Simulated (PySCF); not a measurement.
Ti(O)2, SMILES [O]=[Ti]=[O] (O2Ti) (PBE0/def2-SVP optimised geometry):

```
3

Ti    -0.528    -0.758     0.000
O     -1.087     0.758     0.000
O      1.087    -0.758     0.000
```

Method: PBE0/def2-TZVP (PySCF 2.14.0).

Problem. What are the frontier orbital energies and the dipole moment?

Solution. HOMO-2 -8.54 eV, HOMO-1 -8.17 eV, HOMO -7.21 eV, LUMO -2.69 eV, LUMO+1 -1.61 eV; dipole moment 6.84 D.

On the same geometry PBE/def2-TZVP (PySCF 2.14.0) gives HOMO-2 -7.10 eV, HOMO-1 -6.67 eV, HOMO -5.66 eV, LUMO -3.37 eV, LUMO+1 -2.61 eV; dipole moment 6.38 D.

Meta-Löwdin charges at PBE0/def2-TZVP: Ti1 1.20, O2 -0.60, O3 -0.60.
